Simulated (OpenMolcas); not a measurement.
## Multiconfigurational calculation on Pd3+

Pd3+ with 6 ligands (water) in octahedral coordination (Th) at 2.12 Å. Ligand basis ANO-RCC-VDZP.

Input:

```
&GATEWAY
Coord
19

Pd 0.0 0.0 0.0
O 2.120000 0.000000 0.000000
H 2.696978 0.779741 0.000000
H 2.696978 -0.779741 0.000000
O 0.000000 2.120000 0.000000
H 0.000000 2.696978 0.779741
H 0.000000 2.696978 -0.779741
O -2.120000 0.000000 0.000000
H -2.696978 0.779741 0.000000
H -2.696978 -0.779741 0.000000
O 0.000000 -2.120000 0.000000
H 0.000000 -2.696978 0.779741
H 0.000000 -2.696978 -0.779741
O 0.000000 0.000000 2.120000
H 0.779741 0.000000 2.696978
H -0.779741 0.000000 2.696978
O 0.000000 0.000000 -2.120000
H 0.779741 0.000000 -2.696978
H -0.779741 0.000000 -2.696978
Basis=Pd.ANO-RCC-VDZP,H.ANO-RCC-VDZP,O.ANO-RCC-VDZP
Group=XYZ
NoMove
AngMom=0.0 0.0 0.0
AMFI
RICD
&SEWARD
* reference wave functions (RASSCF and RASSI steps not shown): 7 electrons in 5 orbitals (4d)
>>> COPY JOB001 $Project.JobIph
&CASPT2
Multistate=10 1 2 3 4 5 6 7 8 9 10
NoMult
Frozen=11 9
IPEA=0.25
Imaginary=0.1
MaxIter=60
WThr=0.0 0.3 0.05
PrWF=0.5
NoMix
>>> COPY JOB002 $Project.JobIph
&CASPT2
Multistate=40 1 2 3 4 5 6 7 8 9 10 11 12 13 14 15 16 17 18 19 20 21 22
23 24 25 26 27 28 29 30 31 32 33 34 35 36 37 38 39 40
NoMult
Frozen=11 9
IPEA=0.25
Imaginary=0.1
MaxIter=60
WThr=0.0 0.3 0.05
PrWF=0.5
NoMix
```

Launched by
```bash
OMP_NUM_THREADS=1 MOLCAS_MEM=2457 MOLCAS_PROJECT=a pymolcas a.inp > a.log  # once for each step of the input, in one work folder
```

Output, cut to the results:

```
--- CASPT2 ---
Orbital specifications:
      -----------------------

      Symmetry species                           1   2
                                                ag  au
      Frozen orbitals                           11   9
      Inactive orbitals                         13  15
      Active orbitals                            5   0
      Secondary orbitals                        64  70
      Deleted orbitals                           0   0
      Number of basis functions                 93  94
Type of calculation                        SS-CASPT2
      Fock operator                              state-specific
      IPEA shift                                 0.25
      Real shift                                 0.00
      Imaginary shift                            0.10
      The input orbitals will be transformed to quasi-canonical
Reference energy:       -5497.4007831816
      E2 (Non-variational):      -1.7056263642
      Shift correction:          -0.0014850842
      E2 (Variational):          -1.7071114484
      Total energy:           -5499.1078946300
      Residual norm:              0.0000007630
      Reference weight:           0.69058
      Contributions to the CASPT2 correlation energy
      Active & Virtual Only:         -0.1172841342
      One Inactive Excited:          -0.2593188754
      Two Inactive Excited:          -1.3290233546
Reference energy:       -5497.4007831815
      E2 (Non-variational):      -1.7060936795
      Shift correction:          -0.0015093331
      E2 (Variational):          -1.7076030126
      Total energy:           -5499.1083861942
      Residual norm:              0.0000009272
      Reference weight:           0.69014
      Contributions to the CASPT2 correlation energy
      Active & Virtual Only:         -0.1173867739
      One Inactive Excited:          -0.2593757714
      Two Inactive Excited:          -1.3293311342
::    CASPT2 Root  1     Total energy:  -5499.10789463
::    CASPT2 Root  2     Total energy:  -5499.10838619
::    CASPT2 Root  3     Total energy:  -5499.10778619
::    CASPT2 Root  4     Total energy:  -5499.02629558
::    CASPT2 Root  5     Total energy:  -5499.02283260
::    CASPT2 Root  6     Total energy:  -5499.02605716
::    CASPT2 Root  7     Total energy:  -5498.98571652
::    CASPT2 Root  8     Total energy:  -5498.98513343
::    CASPT2 Root  9     Total energy:  -5498.98613046
::    CASPT2 Root 10     Total energy:  -5498.92901858
--- CASPT2 ---
Orbital specifications:
      -----------------------

      Symmetry species                           1   2
                                                ag  au
      Frozen orbitals                           11   9
      Inactive orbitals                         13  15
      Active orbitals                            5   0
      Secondary orbitals                        64  70
      Deleted orbitals                           0   0
      Number of basis functions                 93  94
Type of calculation                        SS-CASPT2
      Fock operator                              state-specific
      IPEA shift                                 0.25
      Real shift                                 0.00
      Imaginary shift                            0.10
      The input orbitals will be transformed to quasi-canonical
Reference energy:       -5497.4069213831
      E2 (Non-variational):      -1.7359117575
      Shift correction:          -0.0014783634
      E2 (Variational):          -1.7373901210
      Total energy:           -5499.1443115040
      Residual norm:              0.0000003813
      Reference weight:           0.68581
      Contributions to the CASPT2 correlation energy
      Active & Virtual Only:         -0.1167998678
      One Inactive Excited:          -0.2737638499
      Two Inactive Excited:          -1.3453480399
Reference energy:       -5497.4069213830
      E2 (Non-variational):      -1.7358692387
      Shift correction:          -0.0014776416
      E2 (Variational):          -1.7373468804
      Total energy:           -5499.1442682634
      Residual norm:              0.0000003620
      Reference weight:           0.68583
      Contributions to the CASPT2 correlation energy
      Active & Virtual Only:         -0.1168001528
      One Inactive Excited:          -0.2737031880
      Two Inactive Excited:          -1.3453658979
::    CASPT2 Root  1     Total energy:  -5499.14431150
::    CASPT2 Root  2     Total energy:  -5499.14426826
::    CASPT2 Root  3     Total energy:  -5499.07084775
::    CASPT2 Root  4     Total energy:  -5499.07199178
::    CASPT2 Root  5     Total energy:  -5499.07201814
::    CASPT2 Root  6     Total energy:  -5499.07157018
::    CASPT2 Root  7     Total energy:  -5499.07134597
::    CASPT2 Root  8     Total energy:  -5499.06962910
::    CASPT2 Root  9     Total energy:  -5499.05751556
::    CASPT2 Root 10     Total energy:  -5499.06224767
::    CASPT2 Root 11     Total energy:  -5499.06219688
::    CASPT2 Root 12     Total energy:  -5499.01323208
::    CASPT2 Root 13     Total energy:  -5499.01094280
::    CASPT2 Root 14     Total energy:  -5499.01158569
::    CASPT2 Root 15     Total energy:  -5499.00155002
::    CASPT2 Root 16     Total energy:  -5498.97986443
::    CASPT2 Root 17     Total energy:  -5498.97800171
::    CASPT2 Root 18     Total energy:  -5498.97797767
::    CASPT2 Root 19     Total energy:  -5498.97730280
::    CASPT2 Root 20     Total energy:  -5498.97816398
::    CASPT2 Root 21     Total energy:  -5498.97710021
::    CASPT2 Root 22     Total energy:  -5498.97990790
::    CASPT2 Root 23     Total energy:  -5498.97986521
::    CASPT2 Root 24     Total energy:  -5498.95839230
::    CASPT2 Root 25     Total energy:  -5498.95763282
::    CASPT2 Root 26     Total energy:  -5498.95681013
::    CASPT2 Root 27     Total energy:  -5498.94968982
::    CASPT2 Root 28     Total energy:  -5498.95232351
::    CASPT2 Root 29     Total energy:  -5498.95300857
...
```

Spin-orbit levels above the lowest (labels of O, taken over from Oh, the nearest higher group), with the averaged single-state CASPT2 energies on the diagonal:

```tsv
E (cm-1)	Degeneracy	Label	2S+1	g
0	4	Γ8	2	
6650	2	Γ6	4	4.28 4.28 4.28
7620	4	Γ8	4	
9570	2	Γ7	4	1.05 1.05 1.05
9760	4	Γ8	4	
15260	4	Γ8	2	
16760	4	Γ8	2	
16940	2	Γ7	2	0.27 0.27 0.27
17140	2	Γ6	2	1.56 1.56 1.56
18720	4	Γ8	2	
19720	2	Γ6	2	0.43 0.43 0.43
26440	4	Γ8	4	
26560	2	Γ6	4	2.42 2.42 2.42
27390	4	Γ8	4	
27640	2	Γ7	4	2.71 2.71 2.71
29240	2	Γ7	2	1.08 1.08 1.08
29830	4	Γ8	2	
32040	2	Γ6	2	2.12 2.12 2.12
34880	4	Γ8	4	
34900	2	Γ7	4	2.48 2.48 2.48
```

Roots that are degenerate in the reference are averaged as groups; the widest CASPT2 spread within a group is 1000 cm-1 (the 3-fold group of multiplicity 2 near 18400 cm-1 above the lowest state of its run). Shifts and gaps below about the spread of the groups concerned are not significant. Over all roots computed the reference weight is 0.65 to 0.70; a low but even weight reflects the number of correlated electrons. An orbital doublet at a regular site is open to a Jahn-Teller distortion, which this geometry leaves out. This shell can be high or low spin here, a state of another spin lies low, and with metal d orbitals alone active their balance is uncertain, so the ground spin may be wrong, although the usual error favours high spin. The least metal-like active orbital is 78 % on the metal (Löwdin) and no ligand orbital is active, so the numbers are rough. Ligand-to-metal charge-transfer states are missing. These CASPT2 states fit no ligand-field parameters well, so their order and spin gaps are uncertain. With no ligand orbital active B as a rule stays too high, so bands that hang on it stand too high and its fall with covalency is understated. With one d shell and no ligand orbital active, 10Dq can be off by a tenth or more. No measured value stands beside these numbers; the geometry was imposed, not optimised, and the real ion may take another.

The CASPT2 steps took 6.2 min on 1 thread of Arm Neoverse V1 (shared host); the integral step is not counted.
